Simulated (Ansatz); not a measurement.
```yaml
crystal:
  periodic: [false, false, false]
  atoms:
    - {symbol: C, position_ang: [-0.226931, 0.723222, 0.889020]}
    - {symbol: Si, position_ang: [0.146022, -0.402240, -0.487190]}
    - {symbol: Cl, position_ang: [1.325368, -1.931393, 0.156244]}
    - {symbol: Cl, position_ang: [-1.559901, -1.206344, -1.263979]}
    - {symbol: Cl, position_ang: [1.101288, 0.602769, -1.977476]}
    - {symbol: H, position_ang: [-0.290530, 0.370998, 1.912633]}
    - {symbol: H, position_ang: [-0.434017, 1.774988, 0.725148]}
basis:
  gaussian: {orbitals: aug-cc-pVDZ}
magnetization: {spin_polarized: true, initial_magnetization: 1}
hamiltonian: {xc: {name: B2PLYP}, dispersion: rvv10}
accuracy: high
```

```sh
$ ansatz run in.yaml --threads 4 --pin off --events-out ev --progress --plain --max-ram 10444MiB
```

Problem. How does Ansatz answer? (Best estimate.)

Solution. Computed: The program refused the input.
```
Error: invalid value for `hamiltonian.dispersion`: this functional's text states its nonlocal part
```
